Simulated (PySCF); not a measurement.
Molecule: CF3C(O)Cl (SMILES C(=O)(Cl)C(F)(F)F).

Atoms are numbered as in `[O:1]=[C:2]([Cl:3])[C:4]([F:5])([F:6])[F:7]`.

Geometry PBE0-D3(BJ)/def2-SVP throughout; GIAO in PySCF 2.14, gas phase, one conformer, non-relativistic; equivalent atoms averaged; functional PBE0.

(1) How do the shifts δ (against H2O, TMS, HCl, CFCl3 at the same level) depend on the basis set? (ppm; last column core-seconds on 1 thread of an Arm Neoverse V1, shared host)

(2) Which nucleus moves most, in ppm?

(3) Taking the largest basis, IGLO-III (254 functions), as the yardstick, rank the others by their worst heavy-atom deviation.

## Answers

(1) 
```
  basis set  functions     O1     C2     C4    Cl3  F5/F6/F7  core-s
    cc-pVDZ        102  566.2  167.9  116.0  386.8     -83.7     7.1
   def2-SVP        102  567.4  168.1  116.5  397.2     -72.3     6.4
aug-cc-pVDZ        165  551.2  167.6  115.0  411.9     -81.1      13
    cc-pVTZ        214  588.9  170.2  120.6  411.6     -84.2      19
  def2-TZVP        223  591.4  172.2  121.3  442.5     -84.0      20
   IGLO-III        254  593.4  174.9  121.8  446.0     -85.7      22
```

(2) Cl3 (chlorine bonded to C): from 386.8 ppm with cc-pVDZ to 446.0 ppm with IGLO-III. The smallest spread is 6.7 ppm, at C4.

(3) def2-TZVP 3.6 ppm (223 functions), cc-pVTZ 34.4 ppm (214 functions), aug-cc-pVDZ 42.2 ppm (165 functions), def2-SVP 48.8 ppm (102 functions), cc-pVDZ 59.2 ppm (102 functions).

A small basis that lands close on one nucleus may do so by chance; judge by the trend and by all nuclei.
